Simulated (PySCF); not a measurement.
BaF, doublet, geometry from GFN2-xTB (such geometries of metal compounds can be far from the true shape) (the spin is typed, not shown lowest) (core potentials on Ba); PySCF with PBE0/def2-SV(P).

Here is a job for PySCF.
```python
from pyscf import gto, scf, dft

mol = gto.Mole()
mol.atom = '''
    Ba   -0.000000   -0.000000   -0.274013
    F     0.000000    0.000000    1.704968
'''
mol.basis = 'def2-sv(p)'
mol.ecp = {'Ba': 'def2-sv(p)'}
mol.charge = 0
mol.spin = 1
mol.verbose = 4
mol.build()

mf = dft.UKS(mol)
mf.xc = 'pbe0'
mf.kernel()
```

Write the output that PySCF gives for this input, abridged.


```
PySCF version 2.14.0

[INPUT] verbose = 4
[INPUT] num. atoms = 2
[INPUT] num. electrons = 19
[INPUT] charge = 0
[INPUT] spin (= nelec alpha-beta = 2S) = 1
[INPUT] symmetry False subgroup None
[INPUT] Mole.unit = angstrom
[INPUT] Symbol           X                Y                Z      unit          X                Y                Z       unit  Magmom
[INPUT]  1 Ba     0.000000000000   0.000000000000  -0.274013000000 AA    0.000000000000   0.000000000000  -0.517809524570 Bohr   0.0
[INPUT]  2 F      0.000000000000   0.000000000000   1.704968000000 AA    0.000000000000   0.000000000000   3.221922571147 Bohr   0.0

nuclear repulsion = 24.0658950150608
number of shells = 16
number of NR pGTOs = 101
number of NR cGTOs = 44
basis = def2-sv(p)
ecp = {'Ba': 'def2-sv(p)'}

******** <class 'pyscf.dft.uks.UKS'> ********
method = UKS
initial guess = minao
damping factor = 0
level_shift factor = 0
DIIS = <class 'pyscf.scf.diis.CDIIS'>
diis_start_cycle = 1
diis_space = 8
diis_damp = 0
SCF conv_tol = 1e-09
SCF conv_tol_grad = None
SCF max_cycles = 50
direct_scf = True
direct_scf_tol = 1e-13
number electrons alpha = 10  beta = 9
XC library pyscf.dft.libxc version 7.1.2
    S. Lehtola, C. Steigemann, M. J. T. Oliveira, and M. A. L. Marques,  SoftwareX 7, 1–5 (2018)
XC functionals = pbe0
    C. Adamo and V. Barone,  J. Chem. Phys. 110, 6158 (1999)
    M. Ernzerhof and G. E. Scuseria,  J. Chem. Phys. 110, 5029 (1999)
radial grids:
    Treutler-Ahlrichs [JCP 102, 346 (1995); DOI:10.1063/1.469408] (M4) radial grids

becke partition: Becke, JCP 88, 2547 (1988); DOI:10.1063/1.454033
pruning grids: <function nwchem_prune>
grids dens level: 3
symmetrized grids: False
atomic radii adjust function: <function treutler_atomic_radii_adjust>
small_rho_cutoff = 0
Set gradient conv threshold to 3.16228e-05
tot grids = 38192
init E= -115.079883062893

cycle= 1 E= -125.052488293026  delta_E= -9.97  |g|= 0.544  |ddm|= 2.07
cycle= 2 E= -124.547111691876  delta_E= 0.505  |g|= 1.31  |ddm|= 1.69
cycle= 3 E= -125.172844877642  delta_E= -0.626  |g|= 0.0527  |ddm|= 0.826
cycle= 4 E= -125.174380555939  delta_E= -0.00154  |g|= 0.016  |ddm|= 0.083
cycle= 5 E= -125.174526044452  delta_E= -0.000145  |g|= 0.00362  |ddm|= 0.0531
cycle= 6 E= -125.174546488641  delta_E= -2.04e-05  |g|= 0.000778  |ddm|= 0.0182
cycle= 7 E= -125.174552262409  delta_E= -5.77e-06  |g|= 0.00035  |ddm|= 0.0138
cycle= 8 E= -125.174553007725  delta_E= -7.45e-07  |g|= 6.64e-05  |ddm|= 0.00497
cycle= 9 E= -125.174553024954  delta_E= -1.72e-08  |g|= 2.19e-05  |ddm|= 0.000672
cycle= 10 E= -125.174553026429  delta_E= -1.47e-09  |g|= 2.29e-06  |ddm|= 0.000221
cycle= 11 E= -125.174553026434  delta_E= -5.31e-12  |g|= 4.85e-07  |ddm|= 1.7e-05
Extra cycle  E= -125.174553026434  delta_E= -1.42e-13  |g|= 3.03e-07  |ddm|= 1.33e-06
converged SCF energy = -125.174553026434  <S^2> = 0.75022527  2S+1 = 2.0002253
```
